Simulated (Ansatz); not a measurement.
Mulliken charges of C$_{2}$H$_{3}$ClSi (`ClC1=C[SiH2]1`) from ωB97M-V/def2-TZVPP in Ansatz (PBE0-D4/def2-TZVP geometry).

```
atom   x (Å)   y (Å)   z (Å)  charge (e)
 Cl1  -1.169  -2.293   0.411      -0.038
  C2  -0.358  -0.820   0.163      -0.095
  C3   0.837  -0.330   0.467      -0.200
 Si4  -0.186   0.872  -0.439       0.251
  H5   1.727  -0.674   0.976       0.132
  H6  -0.838   2.011   0.249      -0.025
  H7   0.048   1.166  -1.873      -0.025
```

Q: By hand: the dipole of these point charges (1 e Å = 4.8032 D).

A: Σ q r = (0.112, 0.282, -0.065) e Å, of length 0.310 e Å = 1.49 D.

Q: How does the dipole of the full density compare? (Best estimate.)

A: The calculation gave: (0.152, 0.223, -0.025) e Å, 1.30 D; the point charges give 1.15 times that, at 14° from its direction.

Point charges leave out the atoms' own dipoles, such as those of lone pairs, and Mulliken's split depends on the basis, so the close match here is no proof of good charges.
